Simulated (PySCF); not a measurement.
Frontier levels across methods

Compound: B2F2H5PSi.
Atom-mapped SMILES: `[BH2:1][PH:2][SiH2:3][B:4]([F:5])[F:6]` (hydrogens: H7, H8 on B1; H9 on P2; H10, H11 on Si3)

Structure used (PBE0-D3(BJ)/def2-SVP), in Å, numbered top down from 1:
```xyz
11
B2F2H5PSi angstrom
B      2.0161   -0.4945   -0.8146
P      1.1991    0.3172    0.6419
Si    -0.7763    1.0733   -0.1322
B     -1.7803   -0.4835   -0.9525
F     -1.4035   -0.9835   -2.1146
F     -2.7743   -1.0973   -0.3415
H      2.6370   -1.5178   -0.6684
H      2.0258    0.0949   -1.8671
H      0.8440   -0.7348    1.5286
H     -0.4213    2.0903   -1.1649
H     -1.5278    1.7089    0.9896
```

Basis pcSseg-2 throughout (PySCF), one geometry. One conformer (not necessarily the lowest) at the PBE0-D3(BJ)/def2-SVP geometry, without solvent, vibrations or thermal averaging.

Q: How do the orbital energies, the gap and the dipole change with the method?

A: 
| method | kind | HOMO (eV) | LUMO (eV) | gap (eV) | μ (D) | SCF cycles |
| --- | --- | --- | --- | --- | --- | --- |
| BLYP | GGA | -6.31 | -2.80 | 3.51 | 1.02 | 15 |
| B97-D | GGA | -6.40 | -2.78 | 3.62 | 0.93 | 15 |
| OPBE | GGA | -6.46 | -2.84 | 3.62 | 0.89 | 15 |
| PBE | GGA | -6.48 | -2.98 | 3.50 | 0.99 | 14 |
| KT3 | GGA | -6.52 | -2.89 | 3.63 | 0.96 | 15 |
| KT2 | GGA | -6.53 | -2.98 | 3.55 | 0.99 | 15 |
| BP86 | GGA | -6.56 | -3.03 | 3.53 | 0.97 | 14 |
| LDA | LDA | -6.61 | -3.22 | 3.38 | 1.07 | 14 |
| B97-2 | global hybrid | -7.25 | -2.06 | 5.19 | 0.90 | 13 |
| B3LYP | global hybrid | -7.28 | -2.26 | 5.02 | 0.98 | 13 |
| PBE0 | global hybrid | -7.49 | -2.09 | 5.40 | 0.92 | 13 |
| mPW1PW91 | global hybrid | -7.51 | -2.08 | 5.43 | 0.92 | 13 |
| BHandHLYP | global hybrid | -8.35 | -1.08 | 7.27 | 0.92 | 12 |
| CAM-B3LYP | range-separated hybrid | -8.68 | -1.00 | 7.68 | 0.94 | 12 |
| wB97X-D | range-separated hybrid | -9.23 | -0.26 | 8.96 | 0.85 | 13 |
| HF | Hartree–Fock | -9.69 | 1.27 | 10.96 | 0.76 | 11 |
| LC-wPBE | range-separated hybrid | -9.96 | 0.10 | 10.06 | 0.81 | 13 |

The HOMO spans 3.65 eV, from BLYP down to LC-wPBE, and the gap runs from 3.38 eV (LDA) to 10.96 eV (HF). Over the methods BLYP (0 %), B97-D (0 %), OPBE (0 %), PBE (0 %), KT3 (0 %), KT2 (0 %), BP86 (0 %), LDA (0 %), B97-2 (21 %), B3LYP (20 %), PBE0 (25 %), mPW1PW91 (25 %), BHandHLYP (50 %), HF (100 %), a straight line through the gap against the share of exact exchange rises by 0.74 eV for each 10 % (correlation coefficient 1.000). The dipole ranges from 0.76 D (HF) to 1.07 D (LDA). This basis has no diffuse functions.
